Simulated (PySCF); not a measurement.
Molecule: SMILES O(C=C)[SiH2]C[SiH3], C₃H₁₀OSi₂.

Bonds (- single, = double, # triple, : aromatic): C1=C2, C2-O3, O3-Si4, Si4-C5, C5-Si6. C1 carries H7, H8; C2 carries H9; Si4 carries H10, H11; C5 carries H12, H13; Si6 carries H14, H15, H16. H8 is cis to O3; H7 is trans to O3.

Frames of a GFN2-xTB Langevin trajectory at 300 K; GIAO PBE0/pcSseg-1 shieldings in PySCF 2.14.0 with density-fitted response routines, gas phase, non-relativistic; equivalent atoms averaged within each frame.

δ = σ(ref) − σ, references computed at the same level: ¹³C (σref 186.93) and ²⁹Si (σref 349.16) and ¹H (σref 31.72) vs TMS; ¹⁷O (σref 336.08) vs H2O. The references are static minima.

Q: How do the shifts (ppm) fluctuate along the trajectory?

A: 
```tsv
time (fs)	C2	C1	C5	O3	Si4	Si6	H9	H7	H8	H10/H11
optimised geometry	156.6	94.7	-9.3	112.4	-24.4	-74.9	6.67	4.40	4.37	5.17
250	167.4	106.9	-8.1	119.1	-16.0	-70.7	7.18	5.85	5.72	5.57
425	154.8	94.7	-6.6	107.1	-28.4	-77.5	6.79	4.03	3.94	6.34
625	158.7	105.9	-5.8	109.4	-24.5	-79.7	6.80	4.96	5.27	5.48
800	158.4	93.9	-11.7	110.9	-18.3	-79.6	6.66	3.73	3.36	5.79
1000	154.8	94.8	0.3	114.6	-20.4	-75.0	5.73	4.03	4.03	5.42
mean of frames	158.8	99.2	-6.4	112.2	-21.5	-76.5	6.63	4.52	4.46	5.72
standard deviation	5.2	6.6	4.4	4.7	4.9	3.8	0.54	0.88	0.98	0.37
```

5 frames give an uncertainty of the mean of about the standard deviation over 2.2 at best, since frames this close in time may not be independent; classical motion lacks zero-point vibration, and the reference would need the same averaging.
